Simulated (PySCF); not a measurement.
Computed shifts of a molecule C4H5F, HF/pcSseg-1 (PySCF), GIAO, gas phase, atoms alike by connectivity averaged where their shifts nearly agree, in ppm (number of nuclei): ¹⁹F: -161.3 (1). ¹³C: 151.3 (1), 149.5 (1), 80.3 (1), 39.2 (1). ¹H: 6.83 (1), 6.79 (1), 5.24 (1), 3.07 (1), 2.95 (1). References: ¹⁹F against CFCl3 (σ = 238.5 ppm); ¹³C against TMS (σ = 192.6 ppm); ¹H against TMS (σ = 31.99 ppm), references at their B3LYP-D3(BJ)/def2-TZVP geometries, non-relativistic. Geometry optimised at PBE0-D3(BJ)/def2-SVP. One conformer was computed; it need not be the lowest.

Question: Which structure fits?
A. F[C@H]1C=CC1
B. C=CC(=C)F
C. C=C=C(C)F
D. C#C[C@H](C)F

Answer: A, F[C@H]1C=CC1
